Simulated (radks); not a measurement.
Trend from La2+ to Lu2+: ionisation energy by Delta-SCF between NIST ground configurations, and size. Calculated with a radial shooting solver on a logarithmic mesh with Libxc functionals: Dirac Kohn-Sham, BLYP, spin-unpolarised, spherical densities, finite nucleus; open shells fill j = l - 1/2 first; Fermi nuclear charge, rms radius of each element as measured or else 0.836 A^(1/3) + 0.57 fm.

| species | configuration | IE (eV) | NIST (eV) | kind | -e(HOMO) (eV) | outermost | <r> outermost (bohr) | r at 0.001 e/bohr^3 (bohr) |
|---|---|---|---|---|---|---|---|---|
| La2+ | [Xe] 5d1 | 18.998 | 19.177 | exp. | 14.716 (5d3/2) | 5d3/2 | 2.60 | 3.94 |
| Ce2+ | [Xe] 4f2 | 20.473 | 20.197 | semi-emp. | 12.904 (4f5/2) | 5p3/2 | 1.82 | 3.70 |
| Pr2+ | [Xe] 4f3 | 21.499 | 21.624 | exp. | 13.795 (4f5/2) | 5p3/2 | 1.78 | 3.66 |
| Nd2+ | [Xe] 4f4 | 22.369 | 22.09 | semi-emp. | 14.531 (4f5/2) | 5p3/2 | 1.75 | 3.62 |
| Pm2+ | [Xe] 4f5 | 23.116 | 22.4 | semi-emp. | 15.148 (4f5/2) | 5p3/2 | 1.71 | 3.58 |
| Sm2+ | [Xe] 4f6 | 23.763 | 23.6 | semi-emp. | 15.668 (4f5/2) | 5p3/2 | 1.68 | 3.55 |
| Eu2+ | [Xe] 4f7 | 23.706 | 24.84 | semi-emp. | 15.553 (4f7/2) | 5p3/2 | 1.65 | 3.51 |
| Gd2+ | [Xe] 4f7 5d1 | 20.010 | 20.54 | semi-emp. | 15.304 (5d3/2) | 5d3/2 | 2.37 | 3.71 |
| Tb2+ | [Xe] 4f9 | 24.571 | 21.82 | semi-emp. | 16.199 (4f7/2) | 5p3/2 | 1.60 | 3.45 |
| Dy2+ | [Xe] 4f10 | 24.908 | 22.89 | semi-emp. | 16.435 (4f7/2) | 5p3/2 | 1.57 | 3.42 |
| Ho2+ | [Xe] 4f11 | 25.191 | 22.79 | semi-emp. | 16.622 (4f7/2) | 5p3/2 | 1.55 | 3.39 |
| Er2+ | [Xe] 4f12 | 25.423 | 22.70 | semi-emp. | 16.764 (4f7/2) | 5p3/2 | 1.52 | 3.37 |
| Tm2+ | [Xe] 4f13 | 25.609 | 23.66 | semi-emp. | 16.864 (4f7/2) | 5p3/2 | 1.50 | 3.34 |
| Yb2+ | [Xe] 4f14 | 25.752 | 25.05 | semi-emp. | 16.928 (4f7/2) | 5p3/2 | 1.48 | 3.32 |
| Lu2+ | [Xe] 4f14 6s1 | 21.267 | 20.959 | exp. | 17.689 (6s1/2) | 6s1/2 | 3.05 | 4.05 |

Reference values: NIST Atomic Spectra Database (exp. = measured, semi-emp. = semi-empirical, theory = theoretical value adopted there). Spin polarisation and multiplet splitting are left out, so open shells lie too high by an amount that depends on their filling.

Beside tabulated values, note that spin-unpolarised runs miss the spin-polarisation part of the exchange energy of open shells.
